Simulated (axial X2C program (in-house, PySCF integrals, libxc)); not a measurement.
**Density and ELF of CuH⁻**

Computed with an in-house all-electron X2C program for linear molecules (integrals from PySCF). Two-component (2c) means X2C with spin–orbit coupling and atomic mean-field two-electron Coulomb and Gaunt terms. Basis: Cu dyall-acv3z [10s10p7d4f2g], H dyall-av3z [7s3p2d] (cores contracted in-house); Gaussian nuclei, density fitting, unrestricted open shells. Masses: Cu 62.930 u, H 1.008 u.

PBE0, with spin–orbit coupling, state Ω = 1/2 (⟨Sz⟩ = 0.50, ⟨Lz⟩ = 0.00 at PBE0); Cu at z = 0, H at z = 1.526 Å.

The maps cover the half plane through the axis: z from -2.4 to 3.9 Å along the bond, ρ from 0.15 to 2.25 Å away from it (steps of 0.3 Å, the bottom row nearest the axis).

log10 of the density in e/bohr³:

digits 0 to 9 span -4.54 to 1.37 evenly
```
2222222222222211110000
2222223333322222111000
2223333333333322221100
2233334444443333222110
2333344555444443322211
2333445666555544332211
3334456787655554433211
3334457898766665433211
```

Electron localisation function (collinear form, no current term, damped to 0 at low density):

digits 0 to 9 span 0.00 to 1.00 evenly
```
5554321110000000000000
7765432111111121100000
8876432111223455420000
8876421111224788762000
9875311111136899986200
9874211222127999998410
9874112676228999998510
9863114747329999999620
```

Axial spin density in 10⁻³ e/bohr³:

digits 0 to 9 span -3.52 to 3.52 evenly, values beyond are clipped
```
5555555555544455555555
5566665555444455555555
6666766554444555555555
6677887654444555555555
6789999644445566555555
7899999633345787655555
7899999492337999765555
7999999099929999865555
```

The state is one determinant whose occupation by symmetry is held fixed; it was picked as the lowest of a PBE0 search that is not exhaustive. Density functionals use the spin component along the axis (collinear). The highest occupied level of some functionals is positive through self-interaction error; at Hartree–Fock it is bound.
